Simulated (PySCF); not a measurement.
1,2,4-triazole cation (C2H3N3), SMILES c1[nH]ncn1 (connectivity only; charge and spin as stated), charge +1, multiplicity 2. Atoms are numbered in the order given.

```xyz
8

C      0.0762    -1.1971     0.0000
N      1.0797    -0.3065     0.0000
C      0.6384     0.9481     0.0000
N     -0.6750     0.8295     0.0000
N     -1.0135    -0.4689     0.0000
H      0.1366    -2.2855     0.0000
H      1.2427     1.8566     0.0000
H     -1.4053     1.5444     0.0000
```
Charge +1, spin multiplicity 2.

Geometry: PBE0-D3(BJ)/def2-SVP. The multiplicity is an assumed one; other spin states were not compared.

The numbers are results of PySCF with PBE0/pcH-1, not measurements.

Unrestricted Kohn–Sham, ⟨S²⟩ = 0.757. Hyperfine tensors hold the contact and dipolar terms, without spin-orbit corrections.

Computed hyperfine couplings:
| nucleus | A(iso) (MHz) | A(iso) (G) | dipolar principal values (MHz) |
|---|---|---|---|
| 13C no. 1 | -52.9 | -18.9 | -19.2, -5.2, 24.4 |
| 14N no. 2 | 96.4 | 34.4 | -34.3, -28.7, 63.0 |
| 13C no. 3 | 89.6 | 32.0 | -11.2, -0.8, 12.0 |
| 14N no. 4 | 38.8 | 13.8 | -1.7, -0.8, 2.5 |
| 14N no. 5 | 21.7 | 7.7 | -19.2, -15.3, 34.4 |
| 1H no. 6 | -3.2 | -1.1 | -7.5, -1.4, 8.9 |
| 1H no. 7 | -0.8 | -0.3 | -5.6, -3.7, 9.3 |
| 1H no. 8 | -5.6 | -2.0 | -5.0, -2.4, 7.4 |

Question: And the g tensor (effective nuclear charges for spin-orbit coupling, GIAO)? (An estimate is asked for; the answer gives what the named calculation found.)

Answer: principal values 2.0022, 2.0028, 2.0032; isotropic 2.0027.
